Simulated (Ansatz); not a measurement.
Compare A (`C=C(F)O[SiH2]C`) with its isomer B (`CC(C)O[Si]F`).

Isolated molecules relaxed with PBE0-D4/def2-TZVP in Ansatz; ΔE leaves out vibrations. CBS: MP2 limit from def2 TZ/QZ plus the TZ coupled-cluster correction, frozen cores. DFT in def2-TZVPP. Each species was taken in one conformer, which may not be the lowest.

Task: Which isomer does CCSD(T)/CBS put lower? Give the gap. (Estimate.)

Result: Computed: B, by 41.2 kcal/mol.

Task: Give E(B) − E(A) in kcal/mol with CCSD(T)/def2-TZVPP, B2PLYP, PBE0-D4, ωB97M-V, HF/def2-TZVPP, CCSD/def2-TZVPP, PBE-D4. (Best estimate.)

Result: The calculation gave: CCSD(T)/def2-TZVPP -40.3, B2PLYP -39.2, PBE0-D4 -37.1, ωB97M-V -40.7, HF/def2-TZVPP -35.0, CCSD/def2-TZVPP -40.6, PBE-D4 -37.2. None reverses the order clearly.

Largest T1 diagnostic: 0.013.

In def2-TZVPP, CCSD(T) changes the Hartree–Fock value by −5.4 kcal/mol (the triples alone add +0.3 kcal/mol) and MP2 by −6.0 kcal/mol.
